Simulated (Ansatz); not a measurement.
All values below come from frozen-core CCSD(T)/cc-pVTZ // PBE0-D3(BJ)/def2-TZVP (Ansatz, a quantum-chemistry and plane-wave program). The geometry is that of the parent before the electron was removed.

Ansatz 0.2 input:
```yaml
crystal:
  periodic: [false, false, false]
  atoms:
    - { symbol: Si, position_ang: [1.59465, 0.389121, -1.479551] }
    - { symbol: C, position_ang: [0.970643, 0.903664, 0.028258] }
    - { symbol: Si, position_ang: [-0.745378, 0.56339, 0.513649] }
    - { symbol: Si, position_ang: [-1.662519, -1.392965, 0.315329] }
    - { symbol: H, position_ang: [3.002581, 0.595101, -1.886708] }
    - { symbol: H, position_ang: [0.758935, -0.328631, -2.462469] }
    - { symbol: H, position_ang: [1.611266, 1.484347, 0.687409] }
    - { symbol: H, position_ang: [-1.278268, 1.493951, 1.542397] }
    - { symbol: H, position_ang: [-3.145854, -1.445451, 0.382191] }
    - { symbol: H, position_ang: [-1.106065, -2.262531, -0.756692] }
basis:
  gaussian: { orbitals: cc-pVTZ }
correlation:
  method: ccsd_t
total_charge: 1
magnetization:
  spin_polarized: true
  initial_magnetization: 1
```

Output:

```
Functional definition: HF
1242 factors; integrals over basis functions are off by at most 1.2e-3 eV
mean field evaluation 1: about -24698.5448 eV, gradient 3.1e1 eV
mean field evaluation 2: about -24698.5588 eV, gradient 3.1e1 eV
mean field evaluation 4: about -24704.3047 eV, gradient 3.2e0 eV
mean field evaluation 8: about -24704.4596 eV, gradient 2.1e-1 eV
mean field evaluation 16: about -24701.8624 eV, gradient 2.0e1 eV
mean field evaluation 32: about -24702.8244 eV, gradient 1.1e0 eV
mean field evaluation 64: about -24702.5380 eV, gradient 3.5e0 eV
mean field evaluation 96: about -24701.4831 eV, gradient 3.5e-2 eV
mean field evaluation 128: about -24696.9988 eV, gradient 7.7e0 eV
mean field evaluation 160: about -24702.3382 eV, gradient 3.0e0 eV
mean field evaluation 192: about -24697.1477 eV, gradient 1.2e1 eV
mean field -24704.46221209 eV, -907.8722410084 hartree, gradient 1.9e-6 eV, S^2 0.767813; 4 other end points of the search recorded, 0 dependent functions left out
determinant -24704.46221209 eV, -907.8722410084 hartree, with singles and doubles -24719.26802934 eV, -908.4163447567 hartree
determinant -24701.48306498 eV, -907.7627593714 hartree, with singles and doubles -24715.93712826 eV, -908.2939363998 hartree
16 core orbitals not correlated
reference -24704.46221209 eV, -907.8722410084 hartree; 11, 10 occupied and 189, 190 virtual orbitals, 1242 factors
second order -12.97407394 eV of doubles, -0.00000000 eV of singles
cycle   1  -14.49602363 eV  change   -9.9e-1 eV  update   2.9e-2
cycle   2  -14.52641599 eV  change   -3.0e-2 eV  update   7.0e-3
cycle   3  -14.52630038 eV  change    1.2e-4 eV  update   3.4e-3
cycle   4  -14.52867729 eV  change   -2.4e-3 eV  update   1.8e-3
cycle   5  -14.52990403 eV  change   -1.2e-3 eV  update   1.1e-3
cycle   6  -14.52985890 eV  change    4.5e-5 eV  update   5.2e-4
cycle   7  -14.53003293 eV  change   -1.7e-4 eV  update   2.4e-4
cycle   8  -14.52998603 eV  change    4.7e-5 eV  update   1.2e-4
cycle   9  -14.52991882 eV  change    6.7e-5 eV  update   5.7e-5
cycle  10  -14.52992314 eV  change   -4.3e-6 eV  update   2.9e-5
cycle  11  -14.52993582 eV  change   -1.3e-5 eV  update   1.4e-5
perturbative correction -0.66686158 eV, -0.0245067111 hartree
Total energy: -24719.65900950 eV, -908.4307130123 hartree
```

Cost: about 24 core-minutes (a rough figure).
